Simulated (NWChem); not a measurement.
# Si₂H₄OCl₂; SMILES Cl[SiH](Cl)[SiH2]O

```xyz
9

O      0.4066     2.8079     0.0910
Si    -0.8268     1.7130    -0.2516
Si    -0.0706    -0.3687     0.5425
Cl    -1.0514    -1.9647    -0.3637
Cl     1.9485    -0.3407    -0.0501
H      1.2943     2.4395    -0.0818
H     -1.1032     1.5413    -1.7239
H     -2.0616     2.2032     0.4412
H     -0.0760    -0.6147     2.0226
```
Atoms are numbered in this order, from 1.

Program: NWChem. Pople sets run with spherical d functions. Structure relaxed at the PBE-D3(BJ)/def2-SVP level. Solvent water, SMD (1 M gas to 1 M solution), gas-phase geometry. Reactions with the solvent are ignored.

```json
[
 {"level": "PBE0/STO-3G", "basis functions": "45", "solvation free energy (kcal/mol)": "-3.0", "cavity-dispersion-structure term (kcal/mol)": "2.8", "dipole in solution (D)": "2.78", "relative time": "1"},
 {"level": "PBE0/3-21G", "basis functions": "69", "solvation free energy (kcal/mol)": "-5.5", "cavity-dispersion-structure term (kcal/mol)": "2.8", "dipole in solution (D)": "1.91", "relative time": "1"},
 {"level": "PBE0/6-31G*", "basis functions": "94", "solvation free energy (kcal/mol)": "-3.2", "cavity-dispersion-structure term (kcal/mol)": "2.8", "dipole in solution (D)": "1.15", "relative time": "4"},
 {"level": "PBE0/6-31+G*", "basis functions": "114", "solvation free energy (kcal/mol)": "-3.6", "cavity-dispersion-structure term (kcal/mol)": "2.8", "dipole in solution (D)": "1.03", "relative time": "6"},
 {"level": "PBE0/6-311G**", "basis functions": "146", "solvation free energy (kcal/mol)": "-3.6", "cavity-dispersion-structure term (kcal/mol)": "2.8", "dipole in solution (D)": "1.30", "relative time": "5"},
 {"level": "PBE0/6-311++G**", "basis functions": "170", "solvation free energy (kcal/mol)": "-3.6", "cavity-dispersion-structure term (kcal/mol)": "2.8", "dipole in solution (D)": "1.09", "relative time": "10"}
]
```

Relative times are rough (shared machine, one core).
